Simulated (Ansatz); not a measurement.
Species: C$_{4}$H$_{9}$O (charge 0, doublet). It need not be the lowest isomer of its formula. 
Geometry from a B3LYP-D3(BJ)/def2-TZVP (Ansatz, an electronic-structure program) optimisation:
SMILES: CO[C](C)C
```xyz
14

C     -0.0698     1.5227     0.2665
C     -0.4826     0.0964     0.1145
C     -1.8084    -0.2350    -0.4728
O      0.4627    -0.8393    -0.2305
C      1.7579    -0.7107     0.3301
H      0.7345     1.6602     0.9911
H     -0.9206     2.1163     0.6005
H      0.2756     1.9537    -0.6887
H     -1.8385    -0.0339    -1.5560
H     -2.0384    -1.2924    -0.3341
H     -2.5966     0.3587    -0.0083
H      2.2789     0.1744    -0.0450
H      2.3108    -1.5995     0.0328
H      1.7100    -0.6635     1.4226
```
Charge 0, spin multiplicity 2.

Parts of the frozen-core correlation energy in cc-pVTZ (Ansatz, hartree). Frozen orbitals: 5; correlated occupied orbitals by spin: 16 and 15; virtual: 255 and 256. UHF or UKS for open shells. Spin-orbit coupling is left out. No relativistic terms.

```tsv
term	value
reference (HF)	-231.60479
MP2 opposite-spin	-0.70125
MP2 same-spin	-0.21009
CCSD correlation	-0.96210
(T)	-0.03705
T1 diagnostic	0.014
largest doubles amplitude	0.011
<S^2> of the reference	0.762
```
